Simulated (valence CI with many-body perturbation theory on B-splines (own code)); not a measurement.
# Ti⁷⁺: electric-dipole lines

Level of theory: relativistic CI+MBPT: five valence electrons over a frozen Dirac-Fock core [Ne], a basis of 11 s, 11 p, 10 d, 8 f, 5 g, 2 h functions for each j, with the one-electron correlation potential Σ1, the two-electron term Σ2, the three-electron term Σ3, Breit, model QED; selected CI, second order for the rest, scaled by the run's own slope (own B-spline code, finite nucleus).

Set against measurement, 9 paired levels are off by 148 cm⁻¹ on average, the worst by 216. These come from a selection out of Corliss and Sugar, J. Phys. Chem. Ref. Data 8, 1 (1979). Levels without a partner in it may be off by more. Among the levels kept, up to 3200 cm⁻¹ of a level comes from second order outside the variational space, and about a tenth of that is noise between levels of different J, which matters for small intervals.

Lines 51 to 100 of 591 in falling wavelength, among levels below 751430 cm⁻¹, chosen from the strongest by gf and those to the six lowest levels. Wavelengths and rates use the calculated energies, so an error of 100 cm⁻¹ moves a line at 477.9 Å by 0.048 % and its rate by three times that or more. Electric multipoles are in the length gauge, E1 and E2 with the static RPA response of the core. Weak lines are less certain than strong ones. Lines between different terms over intervals too small for the method are left out, as are lines whose strength nearly cancels. Where a level lies close to another of its J and parity, the split of strength between their lines is uncertain. The highest levels of a list are the least certain.

Names give the largest LS component (configuration and term), which can be under half, so a name can repeat, a term be missing and a line seem to break the LS rules; names also repeat where a configuration has a term twice. Letters in brackets count levels of one name in rising energy.

| λ vac (Å) | Upper | Lower | A (s⁻¹) | log gf | Branch % |
| --- | --- | --- | --- | --- | --- |
| 477.9 | 3s 3p3 3d 4G°_5/2 | 3s2 3p2 3d 4F_3/2 | 1.66e+09 | -0.47 | 86.5 |
| 477.1 | 3s 3p3 3d 2P°_3/2 [b] | 3s2 3p2 3d 2S_1/2 | 8.14e+08 | -0.95 | 3.9 |
| 476.1 | 3s 3p3 3d 2F°_7/2 [d] | 3s2 3p2 3d 2D_5/2 [c] | 4.07e+08 | -0.96 | 0.9 |
| 473.4 | 3p5 2P°_3/2 | 3s 3p4 2D_5/2 | 2.12e+09 | -0.54 | 53.4 |
| 472.7 | 3s 3p3 3d 2D°_5/2 [b] | 3s2 3p2 3d 2P_3/2 [b] | 1.02e+09 | -0.69 | 6.9 |
| 460.1 | 3p5 2P°_1/2 | 3s 3p4 2D_3/2 | 2.19e+09 | -0.86 | 56.0 |
| 458.3 | 3s 3p3 3d 2G°_9/2 [a] | 3s2 3p2 3d 2F_7/2 [a] | 5.90e+08 | -0.73 | 66.6 |
| 455.2 | 3s 3p3 3d 2G°_7/2 [a] | 3s2 3p2 3d 2F_5/2 [a] | 7.16e+08 | -0.75 | 80.4 |
| 450.8 | 3s 3p3 3d 2P°_3/2 [a] | 3s2 3p2 3d 2P_3/2 [b] | 9.10e+08 | -0.96 | 1.8 |
| 450.1 | 3s2 3p2 3d 2P_3/2 [a] | 3s2 3p3 2P°_3/2 | 3.46e+08 | -1.38 | 7.1 |
| 448.4 | 3s 3p3 3d 2D°_5/2 [d] | 3s2 3p2 3d 2P_3/2 [c] | 8.04e+08 | -0.84 | 2.1 |
| 447.2 | 3s2 3p2 3d 2P_3/2 [a] | 3s2 3p3 2P°_1/2 | 1.34e+08 | -1.80 | 2.8 |
| 446.3 | 3s 3p3 3d 4P°_3/2 [a] | 3s2 3p2 3d 4D_5/2 | 9.46e+08 | -0.95 | 17.5 |
| 445.2 | 3s 3p3 3d 2D°_5/2 [a] | 3s2 3p2 3d 4D_7/2 | 6.94e+08 | -0.91 | 12.3 |
| 444.0 | 3s 3p3 3d 2F°_7/2 [d] | 3s2 3p2 3d 2F_7/2 [b] | 9.19e+08 | -0.66 | 2.0 |
| 443.9 | 3s2 3p2 3d 2P_1/2 [a] | 3s2 3p3 2P°_3/2 | 6.82e+07 | -2.40 | 1.3 |
| 442.7 | 3s 3p3 3d 4P°_5/2 [a] | 3s2 3p2 3d 2F_7/2 [a] | 6.81e+08 | -0.92 | 8.4 |
| 442.3 | 3s 3p3 3d 2F°_5/2 [d] | 3s2 3p2 3d 2F_5/2 [b] | 1.06e+09 | -0.73 | 2.3 |
| 441.0 | 3s2 3p2 3d 2P_1/2 [a] | 3s2 3p3 2P°_1/2 | 1.03e+09 | -1.22 | 20.1 |
| 440.7 | 3s 3p3 3d 4F°_9/2 [b] | 3s2 3p2 3d 4D_7/2 | 1.50e+09 | -0.36 | 31.2 |
| 433.3 | 3s 3p3 3d 2D°_3/2 [a] | 3s2 3p2 3d 2F_5/2 [a] | 1.63e+09 | -0.74 | 41.8 |
| 432.7 | 3s 3p3 3d 4F°_7/2 [b] | 3s2 3p2 3d 4D_5/2 | 1.97e+09 | -0.35 | 37.8 |
| 431.6 | 3s 3p3 3d 4F°_5/2 [b] | 3s2 3p2 3d 4D_5/2 | 8.18e+08 | -0.86 | 15.7 |
| 430.0 | 3s 3p3 3d 4F°_9/2 [b] | 3s2 3p2 3d 2F_7/2 [a] | 1.63e+09 | -0.35 | 33.8 |
| 430.0 | 3p4 3d 4F_9/2 | 3s 3p3 3d 4G°_11/2 | 2.90e+09 | -0.10 | 38.6 |
| 428.8 | 3s 3p3 3d 4F°_5/2 [b] | 3s2 3p2 3d 4D_3/2 | 2.47e+09 | -0.39 | 47.4 |
| 428.7 | 3s 3p3 3d 4F°_7/2 [b] | 3s2 3p2 3d 2F_7/2 [a] | 5.43e+08 | -0.92 | 10.4 |
| 428.0 | 3s 3p3 3d 4F°_3/2 [b] | 3s2 3p2 3d 4D_3/2 | 1.19e+09 | -0.88 | 23.1 |
| 427.2 | 3s 3p3 3d 4F°_3/2 [b] | 3s2 3p2 3d 4D_1/2 | 2.53e+09 | -0.56 | 48.9 |
| 426.5 | 3s 3p3 3d 2G°_7/2 [b] | 3s2 3p2 3d 2G_7/2 | 2.62e+09 | -0.24 | 24.0 |
| 426.1 | 3s 3p4 2S_1/2 | 3s2 3p3 2P°_3/2 | 3.66e+09 | -0.70 | 76.6 |
| 425.9 | 3s 3p3 3d 4F°_7/2 [b] | 3s2 3p2 3d 2F_5/2 [a] | 4.98e+08 | -0.97 | 9.5 |
| 425.6 | 3s 3p3 3d 2D°_5/2 [c] | 3s2 3p2 3d 2D_5/2 [a] | 9.42e+08 | -0.81 | 2.3 |
| 425.3 | 3p4 3d 4D_7/2 | 3s 3p3 3d 4F°_9/2 [a] | 3.69e+09 | -0.10 | 49.5 |
| 424.2 | 3p4 3d 2P_1/2 | 3s 3p3 3d 2S°_1/2 [a] | 2.38e+09 | -0.89 | 33.8 |
| 423.5 | 3s 3p3 3d 2G°_9/2 [b] | 3s2 3p2 3d 2G_9/2 | 5.15e+09 | 0.14 | 47.5 |
| 423.5 | 3s 3p4 2S_1/2 | 3s2 3p3 2P°_1/2 | 1.07e+09 | -1.24 | 22.5 |
| 423.0 | 3s 3p3 3d 4D°_7/2 [b] | 3s2 3p2 3d 4F_9/2 | 1.07e+09 | -0.64 | 22.9 |
| 422.6 | 3p4 3d 4D_5/2 | 3s 3p3 3d 4F°_7/2 [a] | 3.62e+09 | -0.24 | 49.3 |
| 422.0 | 3s 3p3 3d 4D°_5/2 [b] | 3s2 3p2 3d 4F_7/2 | 9.57e+08 | -0.81 | 13.2 |
| 421.8 | 3s 3p3 3d 2D°_3/2 [d] | 3s2 3p2 3d 2D_3/2 [b] | 1.87e+09 | -0.70 | 4.7 |
| 419.9 | 3p4 3d 4D_3/2 | 3s 3p3 3d 4F°_5/2 [a] | 3.72e+09 | -0.41 | 50.6 |
| 419.6 | 3s 3p3 3d 2F°_7/2 [a] | 3s2 3p2 3d 4D_7/2 | 8.07e+08 | -0.77 | 24.1 |
| 419.2 | 3s 3p3 3d 2F°_7/2 [b] | 3s2 3p2 3d 2G_7/2 | 2.46e+09 | -0.29 | 27.1 |
| 419.1 | 3s 3p3 3d 4F°_9/2 [b] | 3s2 3p2 3d 4F_9/2 | 1.42e+09 | -0.43 | 29.5 |
| 419.1 | 3p4 3d 2P_3/2 | 3s 3p3 3d 2S°_1/2 [a] | 1.50e+09 | -0.80 | 27.0 |
| 417.8 | 3s 3p3 3d 2D°_5/2 [d] | 3s2 3p2 3d 2D_5/2 [b] | 2.13e+09 | -0.47 | 5.6 |
| 417.6 | 3p4 3d 4D_1/2 | 3s 3p3 3d 4F°_3/2 [a] | 4.60e+09 | -0.62 | 62.3 |
| 415.0 | 3s 3p3 3d 4D°_3/2 [d] | 3s2 3p2 3d 4P_1/2 | 1.56e+09 | -0.79 | 3.5 |
| 414.2 | 3s 3p3 3d 2F°_7/2 [c] | 3s2 3p2 3d 2D_5/2 [a] | 1.14e+09 | -0.63 | 2.4 |
